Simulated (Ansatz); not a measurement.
[Tb(H2O)6]3+ (TbO₆H₁₂³⁺). Total charge 3; septet. Geometry r2SCAN-D4/def2-SVP.

Cartesian coordinates in Å:
```
Tb 0.0007 0.0000 0.0002
O -1.5035 0.9170 -1.5185
H -2.4280 1.1969 -1.3575
H -1.3586 1.1124 -2.4671
O 1.5029 -0.9222 1.5177
H 1.3568 -1.1208 2.4656
H 2.4275 -1.2023 1.3570
O -0.7418 -2.1323 -0.5575
H -1.4324 -2.3797 -1.2064
H -0.4361 -2.9906 -0.1983
O 0.7426 2.1324 0.5596
H 0.4357 2.9910 0.2022
H 1.4341 2.3794 1.2076
O -1.6112 0.1265 1.6722
H -1.7824 0.8673 2.2894
H -2.2752 -0.5485 1.9225
O 1.6109 -0.1210 -1.6740
H 2.2752 0.5546 -1.9216
H 1.7827 -0.8601 -2.2931
```

In the def2 sets Tb takes a core potential; there is no spin–orbit coupling. With an open 4f shell the SCF may have ended on a state above the lowest.

(1) Estimate the α-spin orbital energies around the gap (eV) in Ansatz with PBE-D4/def2-SVP, PBE-D4/def2-TZVP, r2SCAN-D4/def2-TZVP, PBE0-D4/def2-SVP, BHLYP-D4/def2-TZVP.

Answers

(1) 
```json
{"orbital": "HOMO−9", "PBE-D4/def2-SVP": "-22.91", "PBE-D4/def2-TZVP": "-23.09", "r2SCAN-D4/def2-TZVP": "-23.55", "PBE0-D4/def2-SVP": "-26.24", "BHLYP-D4/def2-TZVP": "-28.14"}
{"orbital": "HOMO−8", "PBE-D4/def2-SVP": "-22.91", "PBE-D4/def2-TZVP": "-23.09", "r2SCAN-D4/def2-TZVP": "-23.55", "PBE0-D4/def2-SVP": "-25.18", "BHLYP-D4/def2-TZVP": "-27.09"}
{"orbital": "HOMO−7", "PBE-D4/def2-SVP": "-22.91", "PBE-D4/def2-TZVP": "-23.09", "r2SCAN-D4/def2-TZVP": "-23.55", "PBE0-D4/def2-SVP": "-25.18", "BHLYP-D4/def2-TZVP": "-27.09"}
{"orbital": "HOMO−6", "PBE-D4/def2-SVP": "-22.21", "PBE-D4/def2-TZVP": "-22.41", "r2SCAN-D4/def2-TZVP": "-22.73", "PBE0-D4/def2-SVP": "-25.18", "BHLYP-D4/def2-TZVP": "-27.09"}
{"orbital": "HOMO−5", "PBE-D4/def2-SVP": "-20.95", "PBE-D4/def2-TZVP": "-21.16", "r2SCAN-D4/def2-TZVP": "-21.58", "PBE0-D4/def2-SVP": "-22.90", "BHLYP-D4/def2-TZVP": "-24.84"}
{"orbital": "HOMO−4", "PBE-D4/def2-SVP": "-20.95", "PBE-D4/def2-TZVP": "-21.16", "r2SCAN-D4/def2-TZVP": "-21.58", "PBE0-D4/def2-SVP": "-22.90", "BHLYP-D4/def2-TZVP": "-24.84"}
{"orbital": "HOMO−3", "PBE-D4/def2-SVP": "-20.95", "PBE-D4/def2-TZVP": "-21.16", "r2SCAN-D4/def2-TZVP": "-21.58", "PBE0-D4/def2-SVP": "-22.90", "BHLYP-D4/def2-TZVP": "-24.84"}
{"orbital": "HOMO−2", "PBE-D4/def2-SVP": "-20.79", "PBE-D4/def2-TZVP": "-21.00", "r2SCAN-D4/def2-TZVP": "-21.42", "PBE0-D4/def2-SVP": "-22.75", "BHLYP-D4/def2-TZVP": "-24.70"}
{"orbital": "HOMO−1", "PBE-D4/def2-SVP": "-20.79", "PBE-D4/def2-TZVP": "-21.00", "r2SCAN-D4/def2-TZVP": "-21.42", "PBE0-D4/def2-SVP": "-22.75", "BHLYP-D4/def2-TZVP": "-24.70"}
{"orbital": "HOMO", "PBE-D4/def2-SVP": "-20.79", "PBE-D4/def2-TZVP": "-21.00", "r2SCAN-D4/def2-TZVP": "-21.42", "PBE0-D4/def2-SVP": "-22.75", "BHLYP-D4/def2-TZVP": "-24.70"}
{"orbital": "LUMO", "PBE-D4/def2-SVP": "-13.65", "PBE-D4/def2-TZVP": "-13.83", "r2SCAN-D4/def2-TZVP": "-13.78", "PBE0-D4/def2-SVP": "-12.85", "BHLYP-D4/def2-TZVP": "-11.89"}
{"orbital": "LUMO+1", "PBE-D4/def2-SVP": "-13.65", "PBE-D4/def2-TZVP": "-13.83", "r2SCAN-D4/def2-TZVP": "-13.78", "PBE0-D4/def2-SVP": "-12.85", "BHLYP-D4/def2-TZVP": "-11.89"}
{"orbital": "LUMO+2", "PBE-D4/def2-SVP": "-13.65", "PBE-D4/def2-TZVP": "-13.83", "r2SCAN-D4/def2-TZVP": "-13.78", "PBE0-D4/def2-SVP": "-12.85", "BHLYP-D4/def2-TZVP": "-11.88"}
{"orbital": "LUMO+3", "PBE-D4/def2-SVP": "-13.07", "PBE-D4/def2-TZVP": "-13.33", "r2SCAN-D4/def2-TZVP": "-12.65", "PBE0-D4/def2-SVP": "-12.17", "BHLYP-D4/def2-TZVP": "-11.70"}
{"orbital": "LUMO+4", "PBE-D4/def2-SVP": "-11.51", "PBE-D4/def2-TZVP": "-11.82", "r2SCAN-D4/def2-TZVP": "-11.45", "PBE0-D4/def2-SVP": "-10.63", "BHLYP-D4/def2-TZVP": "-10.22"}
{"orbital": "LUMO+5", "PBE-D4/def2-SVP": "-11.51", "PBE-D4/def2-TZVP": "-11.82", "r2SCAN-D4/def2-TZVP": "-11.45", "PBE0-D4/def2-SVP": "-10.63", "BHLYP-D4/def2-TZVP": "-10.22"}
{"orbital": "β HOMO", "PBE-D4/def2-SVP": "-18.91", "PBE-D4/def2-TZVP": "-19.12", "r2SCAN-D4/def2-TZVP": "-18.64", "PBE0-D4/def2-SVP": "-22.09", "BHLYP-D4/def2-TZVP": "-24.74"}
{"orbital": "β LUMO", "PBE-D4/def2-SVP": "-17.94", "PBE-D4/def2-TZVP": "-18.13", "r2SCAN-D4/def2-TZVP": "-16.67", "PBE0-D4/def2-SVP": "-14.22", "BHLYP-D4/def2-TZVP": "-11.67"}
```
